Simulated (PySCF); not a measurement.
**How methods differ on the excitation energy of La⁺**

La⁺ [Xe] 5d2 (3F) → La⁺ [Xe] 5d1 6p1 (high-spin determinant), as a difference of total energies. Calculation: PySCF 2.14, in ANO-RCC-VTZP (8s7p5d3f2g1h, 104 functions); the spin-free X2C one-electron Hamiltonian (Gaussian nucleus). Correlated levels: valence: [Kr] 4d10 frozen. The calculations carry no spin-orbit coupling.

```json
{"method": "UHF", "excitation energy (eV)": "2.908"}
{"method": "MP2 (valence)", "excitation energy (eV)": "3.102"}
{"method": "SCS-MP2 (valence)", "excitation energy (eV)": "3.098"}
{"method": "CCSD (valence)", "excitation energy (eV)": "3.136"}
{"method": "CCSD(T) (valence)", "excitation energy (eV)": "3.137"}
```

Problem. How much does correlation contribute at CCSD(T) (valence)?

Solution. 3.137 − (2.908) = 0.229 eV, measured against UHF.

A first-order spin-orbit estimate (lowest level to lowest level, LS coupling) adds -0.042 eV.

The basis was made for the ground configuration and has no added diffuse functions, so the excitation energy can come out too high.

The determinant of the upper state mixes LS terms, which raises its energy above the lowest term, most at the Hartree-Fock and MP2 levels.
